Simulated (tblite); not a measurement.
A geometry optimisation, step by step.

Compound: C₅H₈BFO₂.
Bonds: O1–B2, B2–O3, B2–C4, C4–C5, C5–C6, C6–C7 (double), C7–F8, C7–C9, C6–C9. Hydrogens: H10 on O1; H11 on O3; H12, H13 on C4; H14, H15 on C5; H16, H17 on C9.

Computed with GFN2-xTB (tblite), gas phase: L-BFGS steps from a force-field or distance-geometry start until the largest atomic force falls under 0.01 eV/Å. 9 of its 105 geometries are shown.

Step 0: E = -783.7555 eV, largest atomic force 4.516 eV/Å
```
atom  x, y, z in Å  |  force x, y, z in eV/Å
O1     -1.832    1.146    0.898    0.618  -2.821   1.801
B2     -1.547   -0.250    0.535   -3.962   2.092  -0.566
O3     -2.656   -1.179    0.830    0.169   1.129  -1.461
C4     -0.892   -0.475   -0.913   -0.797  -0.955   1.230
C5      0.279    0.419   -1.132    1.646   0.139  -2.018
C6      1.383    0.229   -0.156    0.559   2.549   1.434
C7      2.111    0.860    0.780   -1.322  -0.662  -1.028
F8      2.448    1.950    1.533   -0.435  -1.268  -0.886
C9      2.443   -0.587    0.532    1.055   0.320   0.159
H10    -2.291    1.216    1.798    0.710  -0.152  -1.916
H11    -3.261   -1.161    0.009    1.485  -0.319   1.978
H12    -0.690   -1.565   -1.022    0.229   0.768  -0.217
H13    -1.693   -0.219   -1.624    0.303  -0.119   0.095
H14     0.644    0.182   -2.186    0.108   0.268   0.967
H15    -0.025    1.482   -1.181    0.112  -0.511   0.438
H16     2.141   -1.339    1.279    0.457   0.215  -0.499
H17     3.429   -0.696    0.010   -0.933  -0.674   0.491
```

Step 13: E = -785.5281 eV, largest atomic force 0.396 eV/Å
```
atom  x, y, z in Å  |  force x, y, z in eV/Å
O1     -1.564    0.995    1.118   -0.091   0.019  -0.056
B2     -1.795   -0.120    0.395   -0.164   0.322  -0.162
O3     -2.870   -0.861    0.778   -0.197  -0.043  -0.046
C4     -0.937   -0.426   -0.930    0.118  -0.084   0.021
C5      0.309    0.449   -1.162    0.069  -0.003  -0.010
C6      1.357    0.334   -0.133   -0.088  -0.135  -0.078
C7      2.094    0.866    0.783   -0.027   0.154   0.129
F8      2.399    1.917    1.526    0.117   0.007   0.083
C9      2.439   -0.549    0.513   -0.121  -0.094  -0.099
H10    -2.265    1.179    1.751    0.267  -0.094   0.053
H11    -3.201   -1.567    0.224    0.240  -0.014   0.017
H12    -0.634   -1.474   -0.934    0.020  -0.079  -0.055
H13    -1.583   -0.279   -1.808    0.047  -0.097   0.209
H14     0.759    0.175   -2.125   -0.090   0.051   0.029
H15    -0.003    1.495   -1.192    0.010   0.013  -0.055
H16     2.138   -1.321    1.214    0.010  -0.009   0.021
H17     3.349   -0.802   -0.029   -0.119   0.086   0.001
```

Step 26: E = -785.5980 eV, largest atomic force 0.106 eV/Å
```
atom  x, y, z in Å  |  force x, y, z in eV/Å
O1     -1.557    1.037    1.071    0.026  -0.004   0.002
B2     -1.829   -0.063    0.350    0.032  -0.017   0.045
O3     -2.889   -0.832    0.727   -0.028  -0.031   0.022
C4     -0.936   -0.434   -0.929   -0.009  -0.043   0.005
C5      0.291    0.464   -1.161   -0.051  -0.024  -0.021
C6      1.314    0.355   -0.109   -0.003   0.076  -0.074
C7      2.066    0.867    0.811   -0.010  -0.005   0.030
F8      2.446    1.888    1.565   -0.035  -0.039  -0.013
C9      2.384   -0.553    0.506   -0.012   0.025   0.026
H10    -2.134    1.172    1.823   -0.006   0.011  -0.023
H11    -3.069   -1.610    0.202    0.011   0.027   0.017
H12    -0.607   -1.475   -0.869    0.017   0.000   0.012
H13    -1.573   -0.366   -1.818    0.070  -0.013   0.008
H14     0.753    0.181   -2.113    0.013   0.061   0.004
H15    -0.047    1.501   -1.216    0.072   0.010  -0.011
H16     2.094   -1.333    1.203   -0.002  -0.004  -0.030
H17     3.288   -0.786   -0.053   -0.085  -0.030   0.001
```

Step 39: E = -785.6131 eV, largest atomic force 0.093 eV/Å
```
atom  x, y, z in Å  |  force x, y, z in eV/Å
O1     -1.505    1.039    1.065   -0.019  -0.013  -0.021
B2     -1.787   -0.066    0.356   -0.018  -0.060   0.015
O3     -2.844   -0.836    0.747   -0.012   0.047   0.032
C4     -0.896   -0.448   -0.922    0.011   0.009   0.006
C5      0.283    0.499   -1.187    0.024   0.048   0.014
C6      1.297    0.405   -0.130    0.031  -0.041  -0.004
C7      2.037    0.863    0.827   -0.038   0.027  -0.049
F8      2.413    1.857    1.615    0.030   0.005   0.034
C9      2.308   -0.559    0.496   -0.038  -0.011  -0.044
H10    -2.086    1.198    1.811    0.006  -0.016  -0.006
H11    -3.038   -1.612    0.224    0.035   0.024   0.009
H12    -0.504   -1.462   -0.810   -0.005  -0.026  -0.007
H13    -1.530   -0.459   -1.812   -0.014  -0.010  -0.023
H14     0.754    0.233   -2.139   -0.004   0.012   0.000
H15    -0.072    1.528   -1.241   -0.045   0.031  -0.021
H16     1.969   -1.346    1.161   -0.014  -0.007   0.006
H17     3.195   -0.823   -0.071    0.070  -0.019   0.058
```

Step 52: E = -785.6176 eV, largest atomic force 0.029 eV/Å
```
atom  x, y, z in Å  |  force x, y, z in eV/Å
O1     -1.490    1.040    1.056    0.001  -0.001  -0.006
B2     -1.770   -0.072    0.358    0.004   0.010  -0.005
O3     -2.829   -0.829    0.761   -0.006  -0.012   0.008
C4     -0.881   -0.454   -0.923   -0.003  -0.004  -0.007
C5      0.280    0.517   -1.200   -0.010  -0.004  -0.006
C6      1.306    0.418   -0.155   -0.012   0.008  -0.002
C7      2.026    0.862    0.824    0.013  -0.014   0.004
F8      2.409    1.837    1.633   -0.019  -0.004  -0.022
C9      2.284   -0.564    0.493    0.007  -0.001   0.010
H10    -2.071    1.198    1.802    0.009   0.000  -0.003
H11    -3.024   -1.612    0.249    0.010  -0.004   0.002
H12    -0.471   -1.461   -0.805    0.002   0.010  -0.004
H13    -1.519   -0.487   -1.810    0.003   0.009   0.007
H14     0.738    0.268   -2.163    0.004   0.002   0.002
H15    -0.099    1.539   -1.242    0.007   0.005   0.014
H16     1.911   -1.346    1.147    0.003   0.007  -0.002
H17     3.194   -0.841   -0.033   -0.013  -0.007   0.010
```

Step 65: E = -785.6187 eV, largest atomic force 0.037 eV/Å
```
atom  x, y, z in Å  |  force x, y, z in eV/Å
O1     -1.484    1.046    1.044    0.003   0.002  -0.006
B2     -1.764   -0.073    0.354    0.002  -0.014   0.012
O3     -2.809   -0.841    0.774    0.002  -0.002  -0.002
C4     -0.882   -0.451   -0.933    0.000   0.011   0.006
C5      0.277    0.523   -1.204    0.011  -0.004   0.000
C6      1.306    0.411   -0.162   -0.010   0.001   0.013
C7      2.020    0.859    0.819   -0.003   0.003  -0.003
F8      2.394    1.843    1.621    0.015   0.001   0.007
C9      2.272   -0.572    0.504   -0.025  -0.006  -0.026
H10    -2.051    1.203    1.800   -0.001  -0.007  -0.009
H11    -2.998   -1.627    0.266    0.006  -0.002   0.008
H12    -0.469   -1.458   -0.822   -0.005   0.006  -0.002
H13    -1.523   -0.481   -1.818    0.002   0.016  -0.003
H14     0.731    0.290   -2.173    0.008  -0.007  -0.006
H15    -0.100    1.547   -1.226    0.003  -0.015   0.002
H16     1.889   -1.346    1.162   -0.010   0.011   0.007
H17     3.183   -0.863   -0.012    0.003   0.009   0.002
```

Step 78: E = -785.6220 eV, largest atomic force 0.031 eV/Å
```
atom  x, y, z in Å  |  force x, y, z in eV/Å
O1     -1.468    1.058    0.992   -0.020   0.004   0.007
B2     -1.722   -0.092    0.346   -0.002   0.010   0.001
O3     -2.697   -0.905    0.842    0.005   0.003   0.007
C4     -0.888   -0.431   -0.982   -0.009   0.012   0.014
C5      0.276    0.545   -1.220   -0.014  -0.013  -0.020
C6      1.285    0.422   -0.160   -0.024   0.004  -0.015
C7      2.009    0.862    0.817   -0.009   0.027  -0.013
F8      2.424    1.851    1.594    0.009   0.000   0.003
C9      2.191   -0.587    0.547    0.010  -0.002   0.006
H10    -2.002    1.206    1.772   -0.014   0.002   0.027
H11    -2.868   -1.715    0.367    0.001  -0.021  -0.008
H12    -0.492   -1.450   -0.940   -0.001   0.030  -0.004
H13    -1.553   -0.393   -1.849    0.025  -0.006   0.011
H14     0.746    0.327   -2.183    0.020  -0.003  -0.015
H15    -0.104    1.568   -1.233    0.014  -0.006  -0.004
H16     1.762   -1.317    1.225   -0.016  -0.023   0.011
H17     3.092   -0.936    0.053    0.024  -0.018  -0.006
```

Step 91: E = -785.6247 eV, largest atomic force 0.045 eV/Å
```
atom  x, y, z in Å  |  force x, y, z in eV/Å
O1     -1.506    1.075    0.984    0.008   0.014  -0.003
B2     -1.713   -0.089    0.345    0.007  -0.001   0.026
O3     -2.619   -0.957    0.879   -0.008  -0.006  -0.017
C4     -0.898   -0.397   -1.004    0.010   0.014   0.017
C5      0.284    0.557   -1.239    0.022   0.005   0.012
C6      1.280    0.424   -0.167    0.000  -0.038   0.025
C7      2.009    0.862    0.807    0.010   0.008  -0.025
F8      2.455    1.854    1.561    0.003   0.003   0.008
C9      2.147   -0.599    0.573   -0.006   0.018   0.005
H10    -2.014    1.189    1.789   -0.012  -0.011  -0.015
H11    -2.764   -1.779    0.415    0.021   0.012  -0.003
H12    -0.519   -1.422   -0.991   -0.008  -0.006  -0.007
H13    -1.571   -0.325   -1.863   -0.001  -0.008   0.000
H14     0.765    0.320   -2.194   -0.018  -0.002  -0.009
H15    -0.071    1.588   -1.268   -0.007  -0.006   0.006
H16     1.687   -1.298    1.267    0.006   0.009  -0.037
H17     3.042   -0.989    0.097   -0.028  -0.004   0.016
```

Step 104: E = -785.6261 eV, largest atomic force 0.010 eV/Å
```
atom  x, y, z in Å  |  force x, y, z in eV/Å
O1     -1.526    1.092    0.966   -0.001  -0.001  -0.006
B2     -1.683   -0.091    0.348   -0.004  -0.002  -0.002
O3     -2.520   -1.003    0.917    0.000  -0.001   0.001
C4     -0.899   -0.373   -1.025   -0.001  -0.002  -0.002
C5      0.289    0.573   -1.257   -0.002   0.000   0.000
C6      1.276    0.427   -0.179   -0.004   0.003   0.002
C7      2.010    0.860    0.794    0.006   0.002  -0.002
F8      2.482    1.851    1.534    0.008  -0.001  -0.002
C9      2.082   -0.612    0.602    0.003   0.000   0.003
H10    -2.020    1.182    1.782   -0.006   0.005  -0.003
H11    -2.620   -1.839    0.466   -0.002  -0.007  -0.001
H12    -0.536   -1.403   -1.051    0.005   0.002   0.008
H13    -1.589   -0.268   -1.867   -0.002   0.003   0.003
H14     0.766    0.337   -2.213   -0.002   0.008   0.000
H15    -0.060    1.606   -1.281    0.000  -0.001   0.000
H16     1.576   -1.269    1.303    0.003  -0.006   0.000
H17     2.963   -1.058    0.152   -0.001  -0.003   0.001
```

Question: Summarise the path.

Answer: The energy falls by 43.14 kcal/mol from step 0 to step 104; nine tenths of that is first reached at step 10. It rises by more than 0.2 meV at step 12. The largest force goes from 4.516 to 0.010 eV/Å. Among the bonds O1–B2 changes most, from 1.470 to 1.344 Å; the atoms move by 0.387 Å rms after alignment.

Question: Follow the three bonds and two angles with the largest change from start to end.

Answer: 
| step | E above end (kcal/mol) | largest force (eV/Å) | O1–B2 (Å) | B2–O3 (Å) | O3–H11 (Å) | C5–C6–C7 (°) | B2–O3–H11 (°) |
| --- | --- | --- | --- | --- | --- | --- | --- |
| 0 | 43.14 | 4.516 | 1.470 | 1.477 | 1.020 | 143.1 | 105.9 |
| 5 | 12.66 | 0.771 | 1.345 | 1.389 | 0.957 | 149.3 | 102.6 |
| 9 | 5.21 | 0.813 | 1.336 | 1.384 | 0.963 | 148.5 | 116.9 |
| 14 | 2.01 | 0.290 | 1.347 | 1.363 | 0.954 | 150.4 | 120.5 |
| 18 | 1.11 | 0.146 | 1.344 | 1.364 | 0.953 | 150.6 | 118.9 |
| 23 | 0.80 | 0.140 | 1.343 | 1.365 | 0.957 | 151.7 | 117.3 |
| 27 | 0.62 | 0.091 | 1.343 | 1.363 | 0.955 | 152.3 | 116.9 |
| 32 | 0.51 | 0.080 | 1.342 | 1.364 | 0.956 | 153.0 | 115.7 |
| 36 | 0.38 | 0.100 | 1.343 | 1.363 | 0.955 | 153.8 | 116.6 |
| 41 | 0.26 | 0.072 | 1.343 | 1.363 | 0.955 | 154.8 | 117.2 |
| 45 | 0.22 | 0.045 | 1.343 | 1.364 | 0.955 | 155.0 | 116.7 |
| 50 | 0.20 | 0.027 | 1.343 | 1.363 | 0.955 | 155.0 | 117.0 |
| 54 | 0.19 | 0.020 | 1.343 | 1.363 | 0.955 | 154.6 | 117.1 |
| 59 | 0.18 | 0.021 | 1.343 | 1.363 | 0.955 | 154.4 | 116.9 |
| 63 | 0.17 | 0.026 | 1.343 | 1.363 | 0.955 | 154.0 | 116.9 |
| 68 | 0.16 | 0.040 | 1.344 | 1.363 | 0.955 | 154.1 | 116.9 |
| 72 | 0.14 | 0.049 | 1.344 | 1.363 | 0.955 | 153.9 | 116.8 |
| 77 | 0.10 | 0.046 | 1.344 | 1.363 | 0.955 | 154.2 | 116.9 |
| 81 | 0.08 | 0.026 | 1.344 | 1.362 | 0.955 | 154.4 | 117.1 |
| 86 | 0.06 | 0.038 | 1.344 | 1.362 | 0.955 | 154.3 | 117.4 |
| 90 | 0.04 | 0.035 | 1.344 | 1.362 | 0.955 | 154.4 | 117.4 |
| 95 | 0.02 | 0.023 | 1.344 | 1.363 | 0.955 | 154.2 | 117.3 |
| 99 | 0.00 | 0.022 | 1.344 | 1.362 | 0.955 | 154.1 | 117.0 |
| 104 | 0.00 | 0.010 | 1.344 | 1.363 | 0.955 | 154.2 | 116.9 |

What follows is the cost of the whole relaxation. The run took 1.1 s on one thread, Arm Neoverse N1 (aarch64), on a shared host.
